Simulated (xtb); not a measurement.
C₃H₇FOSi, SMILES F[Si@H](C)C(C)=O. All values are semi-empirical tight-binding results from xtb (GFN2-xTB unless named), good for trends rather than for accurate numbers. Geometry: GFN2-xTB. The structure was generated by enumeration; whether it is a known compound was not checked. One conformer was computed; it need not be the lowest.

Computed properties:
The orbital gap is 2.76 eV and the dipole moment is 1.45 D. The zero-point energy comes out as 58.3 kcal/mol and the G − E(el) at 298.15 K (modified RRHO) is 37.0 kcal/mol. The static polarisability (D4 model) is 70.0 bohr³. The solvation energy, GFN2-xTB/ALPB(water) comes out as -2.6 kcal/mol. The solvation energy, GFN2-xTB/ALPB(acetone) is -6.2 kcal/mol.
